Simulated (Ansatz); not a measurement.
Reaction (redistribution): `CB1O[SiH2]1` + `S[CH2][ZnH]` → `B1O[SiH2]1` + `CS[CH2][ZnH]`

Gas-phase electronic energies from Ansatz, PBE0-D4/def2-TZVP geometries. CCSD(T)/CBS adds triple-zeta CCSD(T) − MP2 to the extrapolated MP2 energy (def2 sets, frozen cores). DFT in def2-TZVPP. For Zn outer-core shells are correlated without core-valence functions, which leaves a few kJ/mol of doubt a bond. Scalar relativity is left out up to krypton. Each species was taken in one conformer, which may not be the lowest.

```csv
level,ΔE (kcal/mol)
LDA (SPW92),15.8
PBE0-D4,15.1
B2PLYP,15.1
PBE-QIDH,15.2
BLYP,15.3
r2SCAN0,15.6
CCSD/def2-SVP,16.1
HF/def2-TZVPP,15.5
```

What does CCSD(T)/CBS give? (Best estimate.)

Ansatz gave: +14.3 kcal/mol. The listed levels differ from it by 1.5, 0.8, 0.8, 0.9, 1.0, 1.3, 1.8, 1.2 kcal/mol.

Largest T1 diagnostic among the species: 0.017.

At CCSD(T), def2-SVP lies +1.5 kcal/mol from the extrapolated value and def2-TZVPP +0.6 kcal/mol. Leaving LDA and LC-ωPBE aside and taking each functional with its dispersion term where it has one, the values, not all of them listed here, spread over 2.7 kcal/mol, from revPBE-D4 to B97M-V. The D4 term adds −0.9 kcal/mol with B3LYP and −0.5 kcal/mol with PBE0; it sums over pairs of atoms, weighted by their polarisabilities, and B3LYP, whose exchange is more repulsive, gets the larger term.

B3LYP here is the variant with VWN-RPA as its local correlation; programs differ in this.
